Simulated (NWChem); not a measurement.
The numbers come from NWChem runs, not from measurements. System: H6PSi2, charge 0, spin multiplicity 2, at a geometry optimised with UPBE/def2-SVP. The structure started from a generated list of species. Its SCF solution wasn't tested for a lower state. Level: UMP2/def2-TZVP, 15 core orbitals frozen.

Input file:

```
start mol
memory heap 200 mb stack 900 mb global 1100 mb
geometry units angstroms nocenter noautoz
  Si     0.027718     1.665120     0.430547
  P      0.000000     0.000000    -1.116515
  Si    -0.027718    -1.665120     0.430547
  H     -0.288504     2.975213    -0.237704
  H     -0.966435     1.429217     1.540751
  H      1.403732     1.753507     1.043157
  H      0.966435    -1.429217     1.540751
  H      0.288504    -2.975213    -0.237704
  H     -1.403732    -1.753507     1.043157
  symmetry group C2
end
basis spherical
  * library def2-tzvp
end
scf
  uhf
  nopen 1
  maxiter 100
  thresh 1e-7
  semidirect memsize 60000000 filesize 0
  # guess.movecs holds the orbitals of an unrestricted PBE0 run
  vectors input guess.movecs output mol.movecs
end
mp2
  freeze core 15
end
task mp2 energy
```

Part of the output:

```
             Northwest Computational Chemistry Package (NWChem) 7.3.0
             --------------------------------------------------------

                                NWChem Input Module
                                -------------------

 Scaling coordinates for geometry "geometry" by  1.889725989
 (inverse scale =  0.529177249)

 Turning off AUTOSYM since
 SYMMETRY directive was detected!

                             Geometry "geometry" -> ""
                             -------------------------

 Output coordinates in angstroms (scale by  1.889725989 to convert to a.u.)

  No.       Tag          Charge          X              Y              Z
 ---- ---------------- ---------- -------------- -------------- --------------
    1 Si                  14.0000     0.02771800     1.66512000     0.43054700
    2 P                   15.0000     0.00000000     0.00000000    -1.11651500
    3 Si                  14.0000    -0.02771800    -1.66512000     0.43054700
    4 H                    1.0000    -0.28850400     2.97521300    -0.23770400
    5 H                    1.0000    -0.96643500     1.42921700     1.54075100
    6 H                    1.0000     1.40373200     1.75350700     1.04315700
    7 H                    1.0000     0.96643500    -1.42921700     1.54075100
    8 H                    1.0000     0.28850400    -2.97521300    -0.23770400
    9 H                    1.0000    -1.40373200    -1.75350700     1.04315700

 Effective nuclear repulsion energy (a.u.)     187.4511176488

            Nuclear Dipole moment (a.u.)
            ----------------------------
        X                 Y               Z
 ---------------- ---------------- ----------------
     0.0000000000     0.0000000000    -0.0000018897

      Symmetry information
      --------------------

 Group name             C2
 Group number              4
 Group order               2
 No. of unique centers     5

      Symmetry unique atoms

     1    2    4    5    6


 Summary of "ao basis" -> "" (spherical)
 ------------------------------------------------------------------------------
       Tag                 Description            Shells   Functions and Types
 ---------------- ------------------------------  ------  ---------------------
 *                         def2-tzvp                  on all atoms

 Summary of "ao basis" -> "ao basis" (spherical)
 ------------------------------------------------------------------------------
       Tag                 Description            Shells   Functions and Types
 ---------------- ------------------------------  ------  ---------------------
 Si                        def2-tzvp                13       37   5s5p2d1f
 P                         def2-tzvp                13       37   5s5p2d1f
 H                         def2-tzvp                 4        6   3s1p

                                 NWChem SCF Module
                                 -----------------

  ao basis        = "ao basis"
  functions       =   147
  atoms           =     9
  alpha electrons =    25
  beta  electrons =    24
  charge          =   0.00
  wavefunction    = UHF
  use symmetry    = T
  symmetry adapt  = T

 Summary of "ao basis" -> "ao basis" (spherical)
 ------------------------------------------------------------------------------
       Tag                 Description            Shells   Functions and Types
 ---------------- ------------------------------  ------  ---------------------
 Si                        def2-tzvp                13       37   5s5p2d1f
 P                         def2-tzvp                13       37   5s5p2d1f
 H                         def2-tzvp                 4        6   3s1p

      Symmetry analysis of basis
      --------------------------

        a          74
        b          73

 Forming initial guess at       0.1s

   Symmetry analysis of molecular orbitals - initial alpha
   -------------------------------------------------------

  Numbering of irreducible representations:

     1 a           2 b

  Orbital symmetries:

     1 a           2 b           3 a           4 a           5 b
     6 a           7 b           8 b           9 a          10 a
    11 b          12 a          13 b          14 b          15 a
    16 a          17 b          18 a          19 b          20 a
    21 b          22 a          23 b          24 a          25 b
    26 a          27 b          28 a          29 a          30 a
    31 b          32 b          33 b          34 a          35 b

   Symmetry analysis of molecular orbitals - initial beta
   ------------------------------------------------------

  Numbering of irreducible representations:

     1 a           2 b

  Orbital symmetries:

     1 a           2 b           3 a           4 a           5 b
     6 a           7 b           8 a           9 b          10 b
    11 a          12 a          13 b          14 b          15 a
    16 a          17 b          18 a          19 a          20 b
    21 b          22 a          23 b          24 a          25 b
    26 a          27 b          28 a          29 a          30 a
    31 b          32 b          33 b          34 a          35 b

 Starting SCF solution at       0.1s

 ----------------------------------------------
         Quadratically convergent UHF

 Convergence threshold     :          1.000E-07
 Maximum no. of iterations :          100
 Integral*density screening:          1.000E-09
 ----------------------------------------------

              iter       energy          gnorm     gmax       time
             ----- ------------------- --------- --------- --------
[...]
    55      0.504548  2 P  px                52      0.264377  2 P  px
   126     -0.240215  6 H  s                144      0.240215  9 H  s
    18      0.219642  1 Si px                92      0.219642  3 Si px
   120      0.220674  5 H  s                132     -0.220674  7 H  s
    49      0.158827  2 P  px

 Vector   26  Occ=0.000000D+00  E= 1.117647D-01  Symmetry=a
              MO Center= -1.5D-14,  6.1D-15,  2.4D-01, r^2= 9.7D+00
   Bfn.  Coefficient  Atom+Function         Bfn.  Coefficient  Atom+Function
  ----- ------------  ---------------      ----- ------------  ---------------
    42      1.951552  2 P  s                 20      0.894802  1 Si pz
    94      0.894802  3 Si pz                57      0.770188  2 P  pz
    19      0.752187  1 Si py                93     -0.752187  3 Si py
   126     -0.354121  6 H  s                144     -0.354121  9 H  s
   120     -0.279580  5 H  s                132     -0.279580  7 H  s

 Vector   27  Occ=0.000000D+00  E= 1.191862D-01  Symmetry=b
              MO Center=  1.4D-16,  3.0D-14,  1.4D-01, r^2= 9.8D+00
   Bfn.  Coefficient  Atom+Function         Bfn.  Coefficient  Atom+Function
  ----- ------------  ---------------      ----- ------------  ---------------
     5      1.701523  1 Si s                 79     -1.701523  3 Si s
    56     -1.318223  2 P  py                19     -1.243514  1 Si py
    93     -1.243514  3 Si py               120     -0.537136  5 H  s
   132      0.537136  7 H  s                126     -0.300028  6 H  s
   144      0.300028  9 H  s                 53     -0.253098  2 P  py

 center of mass
 --------------
 x =   0.00000000 y =   0.00000000 z =  -0.11712951

 moments of inertia (a.u.)
 ------------------
         853.540392714560         -10.819076335842           0.000000000000
         -10.819076335842         220.636325603917          -0.000000000000
           0.000000000000          -0.000000000000         676.222044720232

  Mulliken analysis of the total density
  --------------------------------------

    Atom       Charge   Shell Charges
 -----------   ------   -------------------------------------------------------
    1 Si  14    13.77   2.00  0.58  1.39  0.81  0.44  4.12  1.73  0.51  1.48  0.36  0.12  0.19  0.02
    2 P   15    15.23   2.01  0.53  1.43  1.02  0.78  4.17  1.70  0.65  1.87  0.96  0.03  0.08  0.01
    3 Si  14    13.77   2.00  0.58  1.39  0.81  0.44  4.12  1.73  0.51  1.48  0.36  0.12  0.19  0.02
    4 H    1     1.04   0.24  0.56  0.24  0.01
    5 H    1     1.03   0.23  0.56  0.23  0.01
    6 H    1     1.04   0.23  0.56  0.23  0.01
    7 H    1     1.03   0.23  0.56  0.23  0.01
    8 H    1     1.04   0.24  0.56  0.24  0.01
    9 H    1     1.04   0.23  0.56  0.23  0.01

  Mulliken analysis of the alpha density
  --------------------------------------

    Atom       Charge   Shell Charges
 -----------   ------   -------------------------------------------------------
    1 Si  14     6.87   1.00  0.29  0.70  0.40  0.22  2.06  0.86  0.25  0.72  0.17  0.06  0.11  0.01
    2 P   15     8.13   1.00  0.27  0.72  0.52  0.41  2.10  0.84  0.39  1.20  0.63  0.01  0.04  0.00
    3 Si  14     6.87   1.00  0.29  0.70  0.40  0.22  2.06  0.86  0.25  0.72  0.17  0.06  0.11  0.01
    4 H    1     0.52   0.12  0.28  0.12  0.00
    5 H    1     0.52   0.12  0.28  0.12  0.00
    6 H    1     0.53   0.12  0.29  0.12  0.00
    7 H    1     0.52   0.12  0.28  0.12  0.00
    8 H    1     0.52   0.12  0.28  0.12  0.00
    9 H    1     0.53   0.12  0.29  0.12  0.00

   Mulliken analysis of the beta density
   -------------------------------------

    Atom       Charge   Shell Charges
 -----------   ------   -------------------------------------------------------
    1 Si  14     6.91   1.00  0.29  0.70  0.41  0.22  2.06  0.86  0.26  0.76  0.19  0.06  0.09  0.01
    2 P   15     7.10   1.00  0.27  0.72  0.50  0.38  2.07  0.86  0.26  0.67  0.33  0.01  0.04  0.00
    3 Si  14     6.91   1.00  0.29  0.70  0.41  0.22  2.06  0.86  0.26  0.76  0.19  0.06  0.09  0.01
    4 H    1     0.52   0.12  0.28  0.12  0.00
    5 H    1     0.51   0.12  0.28  0.11  0.00
    6 H    1     0.51   0.11  0.27  0.11  0.00
    7 H    1     0.51   0.12  0.28  0.11  0.00
    8 H    1     0.52   0.12  0.28  0.12  0.00
    9 H    1     0.51   0.11  0.27  0.11  0.00

   Mulliken analysis of the spin density
   -------------------------------------

    Atom       Charge   Shell Charges
 -----------   ------   -------------------------------------------------------
    1 Si  14    -0.04  -0.00 -0.00  0.00 -0.01 -0.01 -0.00  0.00 -0.01 -0.03 -0.01  0.01  0.02  0.00
    2 P   15     1.02   0.00  0.00 -0.00  0.01  0.03  0.03 -0.02  0.13  0.53  0.30  0.00  0.01 -0.00
    3 Si  14    -0.04  -0.00 -0.00  0.00 -0.01 -0.01 -0.00  0.00 -0.01 -0.03 -0.01  0.01  0.02  0.00
    4 H    1    -0.00  -0.00 -0.00 -0.00  0.00
    5 H    1     0.01   0.00  0.01  0.00 -0.00
    6 H    1     0.02   0.00  0.01  0.00 -0.00
    7 H    1     0.01   0.00  0.01  0.00 -0.00
    8 H    1    -0.00  -0.00 -0.00 -0.00  0.00
    9 H    1     0.02   0.00  0.01  0.00 -0.00

       Multipole analysis of the density wrt the origin
       ------------------------------------------------

     L   x y z        total         alpha         beta         nuclear
     -   - - -        -----         -----         ----         -------
     0   0 0 0      0.000000    -25.000000    -24.000000     49.000000

     1   1 0 0     -0.000000     -0.000000     -0.000000      0.000000
     1   0 1 0      0.000000      0.000000      0.000000      0.000000
     1   0 0 1      0.217356      0.990845     -0.773487     -0.000002

     2   2 0 0    -33.238119    -29.500442    -25.152998     21.415321
     2   1 1 0     -0.061195     -3.228797     -3.031772      6.199374
     2   1 0 1      0.000000      0.000000      0.000000      0.000000
     2   0 2 0    -33.348665   -205.789438   -204.564235    377.005009
     2   0 1 1     -0.000000      0.000000     -0.000000      0.000000
     2   0 0 2    -35.348849    -75.312038    -70.477878    110.441067

                   NWChem MP2 Semi-direct Energy/Gradient Module
                   ---------------------------------------------

  Basis functions       =    147
  Molecular orbitals    =    147
  Frozen core           =     15
  Frozen virtuals       =      0
  Active alpha occupied =     10
  Active beta occupied  =      9
  Active alpha virtual  =    122
  Active beta virtual   =    123
  Use MO symmetry       = T
  Use skeleton AO sym   = T

  AO/Fock/Back tols     =   1.0D-09  1.0D-09  1.0D-09

 GA uses MA = F    GA memory limited = T

 Available:
  local mem=  1.26D+08
 global mem=  1.44D+08
 local disk=  0.00D+00
  mp2_memr nvloc                   122
  nvloc new                   122
   1 passes of  10:        5242880                     105057                  42728208.
   1 passes of  10: M    126150426           G      144135982           F     120907546.

 Semi-direct pass number   1 of   1  for UHF alpha       at       12.8s
  vrange nnbf                 10292
  mp2_eaftype                   162  avail_ma_in_mb                  1099
 EAF : mp2_eaftype filesize         162   21364104.
  mp2_eaf for mointskh                    162
Node 0 wrote    100.4 Mb in      0.2 s     Agg I/O rate:   529.1 Mb/s
 Done moints_semi at       26.0s
  mp2_eaftype                   162  avail_ma_in_mb                   937
 EAF : mp2_eaftype filesize         162   21364104.
  mp2_eaf for kh                   162
 Done maket at       26.6s
 Done multipass loop at       26.6s

 GA uses MA = F    GA memory limited = T

 Available:
  local mem=  1.26D+08
 global mem=  1.44D+08
 local disk=  0.00D+00
  mp2_memr nvloc                   123
  nvloc new                   123
   1 passes of   9:        5242880                      99410                  38774022.
   1 passes of   9: M    126150426           G      144135982           F     120907546.

 Semi-direct pass number   1 of   1  for UHF beta        at       26.7s
  vrange nnbf                 10292
  mp2_eaftype                   147  avail_ma_in_mb                  1099
 EAF : mp2_eaftype filesize         147   19387011.
  mp2_eaf for mointskh                    147
Node 0 wrote     91.1 Mb in      0.2 s     Agg I/O rate:   532.4 Mb/s
 Done moints_semi at       39.5s
  mp2_eaftype                   147  avail_ma_in_mb                   952
 EAF : mp2_eaftype filesize         147   19387011.
  mp2_eaf for kh                   147
 Done maket at       40.1s
 Done multipass loop at       40.1s

          -------------------------------------------
          SCF energy                -922.112670222609
          Correlation energy          -0.362530520386
          Singlet pairs                0.000000000000
          Triplet pairs                0.000000000000
          Total MP2 energy          -922.475200742995
          -------------------------------------------

          ---------------------------------------------------
                    Spin Component Scaled (SCS) MP2
          Same spin pairs                     -0.063129114210
          Same spin scaling factor             0.333333333333
          Opposite spin pairs                 -0.299401406176
          Opposite spin scaling fact.          1.200000000000
          SCS-MP2 correlation energy          -0.380324725481
          Total SCS-MP2 energy              -922.492994948090
          ---------------------------------------------------

 -----------------------
 Performance information
 -----------------------

 Timer overhead =  1.36D-07 seconds/call

               Nr. of calls         CPU time (s)                 Wall time (s)                GFlops
             ---------------    -------------------     ------------------------------   -------------------
Name         Min   Avg   Max    Min     Avg     Max     Min     Avg     Max   Mx/calls   Min     Max     Sum
mp2: moin     2     2     2    26.     26.     26.      26.     26.     26.     13.      0.0     0.0     0.0
mp2: make     2     2     2    1.1     1.1     1.1      1.1     1.1     1.1    0.56      0.0     0.0     0.0
mp2: tota     1     1     1    27.     27.     27.      27.     27.     27.     27.      0.0     0.0     0.0

 The average no. of pstat calls per process was 5.00D+00
 with a timing overhead of 6.80D-07s

 Task  times  cpu:       40.0s     wall:       40.0s

 Total times  cpu:       40.1s     wall:       40.1s
```
